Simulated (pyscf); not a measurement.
Optimised with ωB97X-D3(BJ)/def2-SVP in PySCF.

Question: What is the homolytic dissociation enthalpy (298 K, ωB97M-D3(BJ)/def2-TZVP) of the Ge–Te bond of Cl–GeH(Cl)–TeH (SMILES [Cl][GeH]([Cl])[TeH]), to Cl–GeH•–Cl + TeH•?

Answer: Ge–Te to Cl–GeH•–Cl + TeH•: 56.5 kcal/mol. The 7 functionals that were run give +51.3 (M06-2X) to +68.0 kcal/mol (ωB97X-D3(BJ)). Left out: the spin-orbit lowering of TeH, which is large for Br, Se, Te and I. Elements up to Kr have no core potential and no relativistic terms here. Elements past Kr carry the def2 core potentials, without spin-orbit coupling.
